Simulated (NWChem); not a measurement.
**Relativistic effects in HTe**

```
Te
H 1 1.6669
```
Charge 0, spin multiplicity 2.

Everything below was run with NWChem. All single points use one geometry, from UPBE0/def2-SVP with def2 effective core potentials on Te, a minimum by its harmonic frequencies.

Functional PBE, all-electron basis x2c-SVPall-2c, contracted for the X2C Hamiltonian and used here with ZORA. The ion keeps the geometry and has multiplicity 3 in the scalar run; the spin-orbit run starts from the same electron counts.

Costs are rough ratios of processor time within this set of runs, SCF included, with scalar ZORA as 1.

The structure started from a generated list of species. No SCF solution was tested for a lower state.

```
Hamiltonian      ΔSCF ionisation energy (eV)  relative cost
---------------  ---------------------------  -------------
scalar ZORA                             8.79              1
spin-orbit ZORA                         9.04        under 3
```

From scalar ZORA to spin-orbit ZORA the ionisation energy grows by 0.25 eV.
